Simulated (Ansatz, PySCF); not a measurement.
System: CCl₂, net charge 0, singlet state. 
Coordinates optimised at B3LYP-D3(BJ)/def2-TZVP (Ansatz, a quantum-chemistry and plane-wave program):
```xyz
3

Cl    -1.4025    -0.2001     0.0210
C     -0.0305     0.8441     0.0088
Cl     1.4133    -0.0978    -0.0241
```

Wanted: atomisation energy (electronic, to ground-state atoms), in kJ/mol. Cores are frozen in the correlated levels unless marked. UHF or UKS for open shells. No spin-orbit coupling. No relativistic terms. FCI takes restricted orbitals. The coupled-cluster limit lacks core correlation, which all-electron functionals hold. CBS marks a two-point X^-3 extrapolation of the correlation energy; Hartree-Fock from the larger set. [CCSD(T)-MP2]/basis is that difference in the basis named.

```csv
level,program,atomisation energy (kJ/mol)
HF/aug-cc-pV(D+d)Z,Ansatz,374.8
HF/cc-pV(T+d)Z,Ansatz,383.4
HF/cc-pwCVTZ,Ansatz,384.3
revPBE-D4/def2-TZVPD,Ansatz + dftd4,786.2
r2SCAN/def2-TZVPD,Ansatz,757.7
B97M-V/def2-TZVPD,Ansatz,765.5
PBE0/def2-SVP,Ansatz,739.0
r2SCANh/def2-TZVPD,Ansatz,737.6
PW6B95-D3(BJ)/def2-TZVPD,PySCF + dftd3,749.9
HSE06-D4/def2-TZVPD,Ansatz + dftd4,761.9
CAM-B3LYP-D4/def2-TZVPD,Ansatz + dftd4,712.8
B2GP-PLYP/def2-TZVPD,Ansatz,711.9
B2PLYP-D4/def2-TZVPD,Ansatz + dftd4,723.4
RI-MP2/aug-cc-pV(T+d)Z,Ansatz,742.6
SCS-MP2/cc-pV(T+d)Z,Ansatz,699.8
CCSD/aug-cc-pV(T+d)Z,Ansatz,663.6
CCSD(T)/aug-cc-pV(D+d)Z,Ansatz,657.0
CCSD(T)/aug-cc-pV(T+d)Z,Ansatz,706.1
FCI/STO-3G,Ansatz,556.3
"RI-MP2/CBS(cc-pV(T+d)Z,cc-pV(Q+d)Z)+[CCSD(T)-MP2]/cc-pV(T+d)Z",Ansatz,735.4
"CCSD(T)/CBS(cc-pV(T+d)Z,cc-pV(Q+d)Z)",Ansatz,734.5
```

The Hartree-Fock reference is unstable (checked in the largest basis), which strains HF and MP2.
